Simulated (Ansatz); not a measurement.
Cartesian coordinates in Å:
```
F 1.1997 -2.2762 -0.0996
B 0.5882 -1.1160 -0.0488
O -0.7638 -0.9633 0.1401
C -0.9553 0.3999 0.1243
C 0.2066 1.0205 -0.0621
O 1.2206 0.0965 -0.1780
H -1.9562 0.7740 0.2559
H 0.4601 2.0646 -0.1317
```

Total charge 0; spin multiplicity 1.

List the B3LYP/def2-TZVPP orbital energies in eV (Ansatz 0.2.0). (Estimate.)

Computed: Occupied: -672.14, -521.96, -521.96, -278.71, -278.68, -186.39, -33.54, -30.71, -28.61, -20.78, -17.43, -16.21, -15.40, -13.83, -13.68, -13.37, -12.19, -11.74, -10.98, -10.58, -10.53, -7.00. Lowest empty: 0.11, 0.50, 1.20, 1.71, 2.19, 2.86, 2.93, 2.99.

B3LYP here is the variant with VWN-RPA as its local correlation; programs differ in this.
